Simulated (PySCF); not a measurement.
C$_{2}$H$_{2}$F (SMILES [CH]=CF), doublet (typed; the unrestricted solution is spin-contaminated), at a GFN2-xTB geometry; PySCF with DF-HF/def2-TZVPD.

Input for PySCF:
```python
from pyscf import gto, scf

mol = gto.M(
    atom='''
C     0.03831317    0.37748676   -0.00198934
C     1.23935301   -0.08688495   -0.03729312
F    -1.07331666   -0.38169762    0.03330233
H    -0.24782299    1.43729641    0.00433304
H     2.24167587    0.25437132   -0.06835927
''',
    basis='def2-tzvpd',
    spin=1,
    verbose=4,
)

mf = scf.UHF(mol)
mf = mf.density_fit(auxbasis='def2-universal-jkfit')
mf.kernel()
```

What the program printed (banner, timings and long lists left out):

```
PySCF version 2.14.0

[INPUT] verbose = 4
[INPUT] num. atoms = 5
[INPUT] num. electrons = 23
[INPUT] charge = 0
[INPUT] spin (= nelec alpha-beta = 2S) = 1
[INPUT] symmetry False subgroup None
[INPUT] Mole.unit = angstrom
[INPUT] Symbol           X                Y                Z      unit          X                Y                Z       unit  Magmom
[INPUT]  1 C      0.038313170000   0.377486760000  -0.001989340000 AA    0.072401398264   0.713346592049  -0.003759307769 Bohr   0.0
[INPUT]  2 C      1.239353010000  -0.086884950000  -0.037293120000 AA    2.342037760555  -0.164188759847  -0.070473783131 Bohr   0.0
[INPUT]  3 F     -1.073316660000  -0.381697620000   0.033302330000 AA   -2.028274532333  -0.721303964198   0.062932283010 Bohr   0.0
[INPUT]  4 H     -0.247822990000   1.437296410000   0.004333040000 AA   -0.468317578471   2.716096574721   0.008188258887 Bohr   0.0
[INPUT]  5 H      2.241675870000   0.254371320000  -0.068359270000 AA    4.236153454346   0.480692128744  -0.129180298375 Bohr   0.0

nuclear repulsion = 61.065224425223
number of shells = 50
number of NR pGTOs = 181
number of NR cGTOs = 132
basis = def2-tzvpd
ecp = {}

******** <class 'pyscf.df.df_jk.DFUHF'> ********
method = DFUHF
initial guess = minao
damping factor = 0
level_shift factor = 0
DIIS = <class 'pyscf.scf.diis.CDIIS'>
diis_start_cycle = 1
diis_space = 8
diis_damp = 0
SCF conv_tol = 1e-09
SCF conv_tol_grad = None
SCF max_cycles = 50
direct_scf = False
number electrons alpha = 12  beta = 11
Set gradient conv threshold to 3.16228e-05
******** <class 'pyscf.df.df.DF'> ********
auxbasis = def2-universal-jkfit
init E= -176.626899481878

cycle= 1 E= -176.228486339555  delta_E= 0.398  |g|= 0.365  |ddm|= 1.33
cycle= 2 E= -176.288847938589  delta_E= -0.0604  |g|= 0.208  |ddm|= 0.58
cycle= 3 E= -176.304459342795  delta_E= -0.0156  |g|= 0.0528  |ddm|= 0.173
cycle= 4 E= -176.307517957956  delta_E= -0.00306  |g|= 0.0213  |ddm|= 0.122
cycle= 5 E= -176.308391482544  delta_E= -0.000874  |g|= 0.0139  |ddm|= 0.0576
cycle= 6 E= -176.309023828612  delta_E= -0.000632  |g|= 0.0111  |ddm|= 0.0384
cycle= 7 E= -176.309551536599  delta_E= -0.000528  |g|= 0.00989  |ddm|= 0.0294
cycle= 8 E= -176.310331342625  delta_E= -0.00078  |g|= 0.00796  |ddm|= 0.0467
cycle= 9 E= -176.311254766442  delta_E= -0.000923  |g|= 0.00272  |ddm|=  0.1
cycle= 10 E= -176.311270508003  delta_E= -1.57e-05  |g|= 0.00125  |ddm|= 0.00771
cycle= 11 E= -176.311279268422  delta_E= -8.76e-06  |g|= 0.000429  |ddm|= 0.00904
cycle= 12 E= -176.311279654581  delta_E= -3.86e-07  |g|= 0.000181  |ddm|= 0.00123
cycle= 13 E= -176.311279710237  delta_E= -5.57e-08  |g|= 8.89e-05  |ddm|= 0.000425
cycle= 14 E= -176.311279720472  delta_E= -1.02e-08  |g|= 2.9e-05  |ddm|= 0.000339
cycle= 15 E= -176.311279721802  delta_E= -1.33e-09  |g|= 1.29e-05  |ddm|= 0.000169
cycle= 16 E= -176.31127972232  delta_E= -5.19e-10  |g|= 5.42e-06  |ddm|= 6.75e-05
Extra cycle  E= -176.311279722354  delta_E= -3.35e-11  |g|= 3.34e-06  |ddm|= 8.06e-06
converged SCF energy = -176.311279722354  <S^2> = 0.90655686  2S+1 = 2.1508667
```
